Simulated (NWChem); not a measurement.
System: CHBClF3; SMILES FC(BCl)(F)F

NWChem input:

```
start job
memory heap 200 mb stack 900 mb global 1100 mb
geometry units angstroms noautoz
  B      0.802324    -0.596353     0.023329
  C      0.016777     0.799371     0.006807
  F     -1.325536     0.718353     0.066218
  F      0.335591     1.462898    -1.135782
  F      0.424518     1.564135     1.051300
  Cl    -0.054730    -2.104077    -0.001330
  H      1.987694    -0.586927     0.040456
end
basis spherical
  * library 6-31g*
end
dft
  xc m06-2x
  iterations 150
  mulliken
end
task dft energy
```

NWChem printed, in part:

```
             Northwest Computational Chemistry Package (NWChem) 7.3.0
             --------------------------------------------------------

 C1  symmetry detected

                             Geometry "geometry" -> ""
                             -------------------------

 Output coordinates in angstroms (scale by  1.889725989 to convert to a.u.)

  No.       Tag          Charge          X              Y              Z
 ---- ---------------- ---------- -------------- -------------- --------------
    1 B                    5.0000     0.80401002    -0.57541098     0.05028383
    2 C                    6.0000     0.00910286     0.81435757     0.00480290
    3 F                    9.0000    -1.33378706     0.72346631     0.02163194
    4 F                    9.0000     0.35928300     1.47729777    -1.12890969
    5 F                    9.0000     0.37766809     1.58483911     1.05960155
    6 Cl                  17.0000    -0.04066309    -2.08955498     0.00257034
    7 H                    1.0000     1.98812897    -0.55708459     0.10515347

 Effective nuclear repulsion energy (a.u.)     286.3165239346

                                 NWChem DFT Module
                                 -----------------

 Summary of "ao basis" -> "ao basis" (spherical)
 ------------------------------------------------------------------------------
       Tag                 Description            Shells   Functions and Types
 ---------------- ------------------------------  ------  ---------------------
 B                           6-31g*                  6       14   3s2p1d
 C                           6-31g*                  6       14   3s2p1d
 F                           6-31g*                  6       14   3s2p1d
 Cl                          6-31g*                  8       18   4s3p1d
 H                           6-31g*                  2        2   2s

            General Information
            -------------------
          SCF calculation type: DFT
          Wavefunction type:  closed shell.
          No. of atoms     :     7
          No. of electrons :    56
           Alpha electrons :    28
            Beta electrons :    28
          Charge           :     0
          Spin multiplicity:     1
          Use of symmetry is: off; symmetry adaption is: off
          Maximum number of iterations: 150
          AO basis - number of functions:    90
                     number of shells:    40
          Convergence on energy requested:  1.00D-06
          Convergence on density requested:  1.00D-05
          Convergence on gradient requested:  5.00D-04

              XC Information
              --------------
                       M06-2X Method XC Functional
                     Hartree-Fock (Exact) Exchange  0.540
                        M06-2X Exchange Functional  1.000
                      M06-2X Correlation Potential  1.000

             Grid Information
             ----------------
          Grid used for XC integration:  medium
          Radial quadrature: Mura-Knowles
          Angular quadrature: Lebedev.
          Tag              B.-S. Rad. Rad. Pts. Rad. Cut. Ang. Pts.
          ---              ---------- --------- --------- ---------
          B                   0.85       49           7.0       434
          C                   0.70       49           9.0       434
          F                   0.50       49          10.0       434
          Cl                  1.00       88           8.0       590
          H                   0.35       45           8.0       434
          Grid pruning is: on
          Number of quadrature shells:   378
          Spatial weights used:  Erf1

      Superposition of Atomic Density Guess
      -------------------------------------

 Sum of atomic energies:        -820.25215397

      Non-variational initial energy
      ------------------------------

 Total energy =    -821.883209
 1-e energy   =   -1707.239702
 2-e energy   =     599.039969
 HOMO         =      -0.323274
 LUMO         =      -0.002392

     ---------------------------------------------
      Total Density - Mulliken Population Analysis
     ---------------------------------------------

    Atom       Charge   Shell Charges
 -----------   ------   -------------------------------------------------------
    1 B    5     4.66   2.00  0.63  1.05  0.50  0.43  0.05
    2 C    6     4.53   2.00  0.64  1.21  0.31  0.26  0.11
    3 F    9     9.51   2.00  0.94  3.41  1.02  2.12  0.01
    4 F    9     9.51   2.00  0.94  3.41  1.02  2.13  0.01
    5 F    9     9.51   2.00  0.94  3.41  1.02  2.13  0.01
    6 Cl  17    17.27   2.00  2.00  5.98  1.38  3.69  0.55  1.66  0.01
    7 H    1     1.01   0.50  0.51

   convergence    iter        energy       DeltaE   RMS-Dens  Diis-err
 ---------------- ----- ----------------- --------- --------- ---------
 d= 0,ls=0.0,diis     1   -822.9659843863 -1.11D+03  1.51D-02  1.49D+00
 d= 0,ls=0.0,diis     2   -822.9536721243  1.23D-02  7.44D-03  2.10D+00
 d= 0,ls=0.0,diis     3   -823.1423286852 -1.89D-01  8.64D-04  9.07D-03
 d= 0,ls=0.0,diis     4   -823.1432318408 -9.03D-04  2.76D-04  1.15D-03
 d= 0,ls=0.0,diis     5   -823.1433544316 -1.23D-04  8.82D-05  2.33D-05
  Resetting Diis
 d= 0,ls=0.0,diis     6   -823.1433581300 -3.70D-06  2.73D-05  4.85D-06
 d= 0,ls=0.0,diis     7   -823.1433588597 -7.30D-07  8.13D-06  2.50D-07

         Total DFT energy =     -823.143358859681
      One electron energy =    -1707.809003703717
           Coulomb energy =      667.784755964985
    Exchange-Corr. energy =      -69.435635055555
 Nuclear repulsion energy =      286.316523934605

 Numeric. integr. density =       56.000003512792

                       DFT Final Molecular Orbital Analysis
                       ------------------------------------

[...]
```

Level: M06-2X/6-31G* (spherical d). The geometry was optimised at B3LYP/6-31G* (spherical d).
